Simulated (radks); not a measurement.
Question: The mean radii <r> (bohr) of the occupied orbitals of an atom or ion are listed with their occupations. All-electron calculation, scalar-relativistic Kohn-Sham, PBEsol, spin-polarised, spherical densities, finite nucleus; Fermi nuclear charge, rms radius of each element as measured or else 0.836 A^(1/3) + 0.57 fm. Program: a radial shooting solver on a logarithmic mesh with Libxc functionals.

| orbital | occ. | <r> |
|---|---|---|
| 1s up | 1 | 0.03041 |
| 1s down | 1 | 0.03040 |
| 2s up | 1 | 0.1300 |
| 2s down | 1 | 0.1299 |
| 2p up | 3 | 0.1132 |
| 2p down | 3 | 0.1131 |
| 3s up | 1 | 0.3188 |
| 3s down | 1 | 0.3195 |
| 3p up | 3 | 0.3093 |

Name the element and its charge. Open shells, if any, are filled with parallel spins first.

Answer: Z = 48, cadmium, charge +33: Cd33+ in [Ne] 3s2 3p3. The 1s radius gives Z: for a bare nucleus <r> = (2 gamma + 1)/(2Z) with gamma = sqrt(1 - (Z/c)^2), 0.02993 bohr for Z = 48, and screening makes it slightly larger (0.03041 here). The occupations add up to 15, and the charge is Z minus that.
